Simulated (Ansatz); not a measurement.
Q: Name a neutral molecule of B, C, Ge, Si and H with LUMO energy (B3LYP/def2-TZVPP) between -2.30 and -2.00 eV and HOMO–LUMO gap (PBE0/def2-TZVPP) between 5.60 and 5.90 eV (Ansatz, PBE0-D4/def2-TZVP geometry).

A: `C[BH][GeH2][SiH3]` (-2.03 eV, 5.71 eV). Other molecules can fit too; these were computed, each in one conformer that needn't be the lowest.

B3LYP here is the variant with VWN-RPA as its local correlation; programs differ in this.
